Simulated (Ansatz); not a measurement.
A nudged elastic band was laid between two geometries of CH8AlBSSi2 (14 atoms, charge 0, multiplicity 1).

These are results of RKS B3LYP-D4/def2-SVP in Ansatz, not measurements.

- movable images: 5
- climbing image: yes
- spring: 5.0 eV/Å²
- optimiser: quadratic models (default)
- start path: IDPP
- force threshold: 0.05 eV/Å
- iteration limit: 40
- end points: relaxed

Initial state:

```xyz
14
Properties=species:S:1:pos:R:3
Si -1.324 -0.654 0.990
C -0.002 0.086 -0.127
Si 1.698 -0.594 0.308
B -0.070 1.665 -0.123
S -0.815 2.414 -1.623
Al -0.576 0.250 -1.988
H -2.685 -0.271 0.497
H -1.232 -2.144 0.981
H -1.193 -0.179 2.401
H 2.730 -0.015 -0.606
H 1.723 -2.079 0.148
H 2.082 -0.263 1.712
H 0.353 2.384 0.749
H -0.703 -0.630 -3.290
```

Final state:

```xyz
14
Properties=species:S:1:pos:R:3
Si -1.318 -0.627 1.020
C 0.000 0.113 -0.102
Si 1.568 -0.926 -0.069
B 0.249 1.637 0.232
S -0.468 2.822 -0.972
Al -0.714 0.787 -1.791
H -1.545 -2.061 0.671
H -0.939 -0.544 2.462
H -2.612 0.103 0.838
H 2.578 -0.357 -1.015
H 1.278 -2.327 -0.496
H 2.178 -0.962 1.294
H 0.885 2.057 1.168
H -1.151 0.255 -3.210
```

**Question.** What changes between the two ends?

**Answer.** No bond is made or broken. The dihedral H8–Si1–C2–Si3 goes from -52 to 67°. The two ends are copies of one structure, up to a mirror image or an exchange of like atoms.

**Question.** What energy profile does the band end with?

**Answer.** It converged. The highest image is number 3 of 0 to 6, 1.3 kcal/mol above the ends, which have the same energy within 2 meV. A vibrational analysis at the climbing image gives one clearly imaginary mode, 121i cm⁻¹: a first-order saddle point.

```csv
image,path coordinate (Å),energy (kcal/mol),dihedral H8–Si1–C2–Si3 (°)
0,0.00,0.0,-52
1,0.80,0.3,-33
2,1.59,0.9,-12
3,2.39,1.3,8
4,3.18,1.0,28
5,3.96,0.3,48
6,4.75,0.0,67
```

**Question.** What is the geometry of the highest image?

**Answer.** 
```xyz
14
Properties=species:S:1:pos:R:3
Si -1.323 -0.636 1.003
C 0.009 0.116 -0.111
Si 1.599 -0.879 -0.001
B 0.176 1.658 0.192
S -0.552 2.775 -1.073
Al -0.666 0.709 -1.844
H -2.432 -1.225 0.187
H -0.761 -1.721 1.860
H -1.930 0.404 1.885
H 2.622 -0.319 -0.939
H 1.354 -2.301 -0.388
H 2.170 -0.858 1.379
H 0.757 2.136 1.135
H -1.035 0.112 -3.255
```

**Question.** What are the harmonic wavenumbers there?

**Answer.** 121i, 27, 106, 145, 149, 166, 204, 338, 433, 454, 470, 568, 616, 637, 650, 674, 753, 757, 859, 884, 939, 950, 954, 959, 961, 970, 998, 1105, 1958, 2186, 2196, 2208, 2212, 2218, 2219, 2606 cm⁻¹.

The band took 6 iterations and of the order of 5 core-minutes.

Run time: 2.6 min on 2 threads of Intel(R) Xeon(R) Platinum 8488C (Sapphire Rapids), on a shared host, peak memory 0.41 GiB.
